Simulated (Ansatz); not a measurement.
Reaction (redistribution): `[NH2][GaH][Br]` + `[F][GeH]([Cl])[O][SiH3]` → `[SiH3][O][GaH][Br]` + `[NH2][GeH]([F])[Cl]`

Gas-phase electronic energies from Ansatz, PBE0-D4/def2-TZVP geometries. CBS: MP2 limit from def2 TZ/QZ plus the TZ coupled-cluster correction, frozen cores. For Br, Ga, Ge outer-core shells are correlated without core-valence functions, which leaves a few kJ/mol of doubt a bond. Scalar relativity is left out up to krypton. Each species was taken in one conformer, which may not be the lowest.

`[NH2][GaH][Br]`:

Cartesian coordinates in Å:
```
N -0.436 -0.441 -0.822
Ga 0.112 0.452 0.642
Br 2.255 -0.048 1.287
H -1.346 -0.340 -1.237
H 0.146 -1.099 -1.311
H -0.731 1.475 1.441
```

`[F][GeH]([Cl])[O][SiH3]`:

Z-matrix (Å, degrees):
```
Ge
Cl 1 2.125
O 1 1.736 2 109.9
F 1 1.724 2 106.0 3 115.6
H 1 1.520 2 112.8 3 -124.3
Si 3 1.651 1 136.5 2 57.0
H 6 1.485 3 110.4 1 -22.0
H 6 1.482 3 107.6 1 -142.1
H 6 1.483 3 109.4 1 98.7
```

`[SiH3][O][GaH][Br]`:

Cartesian coordinates in Å:
```
Si 0.655 -1.218 -0.032
O 0.203 0.191 -0.738
Ga -0.734 1.623 -0.294
Br -1.587 1.592 1.822
H 1.456 -0.967 1.196
H -0.534 -2.034 0.337
H 1.480 -1.975 -1.007
H -0.939 2.788 -1.285
```

`[NH2][GeH]([F])[Cl]`:

Cartesian coordinates in Å:
```
N 0.271 1.013 -0.557
Ge -0.176 -0.393 0.479
F -1.206 -1.521 -0.349
Cl 1.617 -1.468 0.883
H 0.909 0.801 -1.311
H -0.501 1.566 -0.900
H -0.913 0.001 1.755
```

| level | ΔE (kJ/mol) |
| --- | --- |
| HF/def2-SVP | 1.3 |
| SCS-MP2/def2-TZVPP | 2.6 |
| MP2/def2-QZVPP | 4.3 |
| CCSD/CBS(def2) | 5.6 |

**Question.** What does CCSD(T)/CBS give? (Best estimate.)

**Answer.** Computed: +5.3 kJ/mol. The listed levels differ from it by -4.0, -2.7, -1.0, 0.3 kJ/mol.

**Question.** What do rigid-rotor, harmonic-oscillator terms from PBE0-D4/def2-TZVP frequencies (298.15 K, 1 bar) make of the CCSD(T)/CBS value? (Best estimate.)

**Answer.** Ansatz gave: ΔZPE = +0.3 kJ/mol, ΔH = +5.3 kJ/mol, ΔS = -7 J/(mol·K), ΔG = +7.3 kJ/mol. Modes under 50 cm⁻¹ make the entropy rough.

Largest T1 diagnostic among the species: 0.012.

Leaving LDA and LC-ωPBE aside and taking each functional with its dispersion term where it has one, the values, not all of them listed here, spread over 4.0 kJ/mol, from revPBE-D4 to CAM-B3LYP-D4.
